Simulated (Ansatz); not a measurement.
Geometry optimisation, RKS PBE0-D4/def2-SVP in Ansatz 0.2.0.

Input file:

```yaml
crystal:
  periodic: [false, false, false]
  atoms:
    - { symbol: Zr, position_ang: [0.0, 0.0, 0.0] }
    - { symbol: O, position_ang: [0.0, 0.0, 2.07] }
    - { symbol: H, position_ang: [-0.9095, -0.2814, 2.4071] }
    - { symbol: F, position_ang: [1.8671, 0.0, -0.6593] }
    - { symbol: F, position_ang: [-0.9326, 1.6157, -0.6593] }
    - { symbol: F, position_ang: [-0.9326, -1.6157, -0.6593] }
basis:
  gaussian: { orbitals: def2-SVP }
hamiltonian:
  xc: pbe0
  dispersion: d4
relax:
  f_tol: 0.02
  max_steps: 40
output:
  orbitals: {}
```

Launched with:

```bash
$ ansatz run input.yaml --threads 1 --pin off --max-ram 2048MiB --backend cpu --events-out ev --progress --plain --runs-dir out
```

Problem. Where does it end, and by what steps?

Solution. It converged. After 7 steps the energy has fallen by 0.717 eV; H3 moved furthest, 0.57 Å.

```csv
step,energy less start (eV),largest force component (eV/Å),accepted
0,0.0000,2.338,yes
1,-0.5079,1.390,yes
2,-0.5877,0.445,yes
3,-0.6205,0.362,yes
4,-0.6453,1.389,yes
5,-0.6691,0.381,yes
6,-0.7149,0.246,yes
7,-0.7166,0.015,yes
```

```xyz
6
Properties=species:S:1:pos:R:3
Zr -0.085 -0.025 -0.049
O -0.349 -0.106 1.829
H -0.486 -0.154 2.774
F 1.781 -0.002 -0.435
F -0.891 1.555 -0.745
F -0.877 -1.549 -0.875
```

Run time: 46 s on 1 thread of Arm Neoverse V1, on a shared host, peak memory 0.19 GiB.
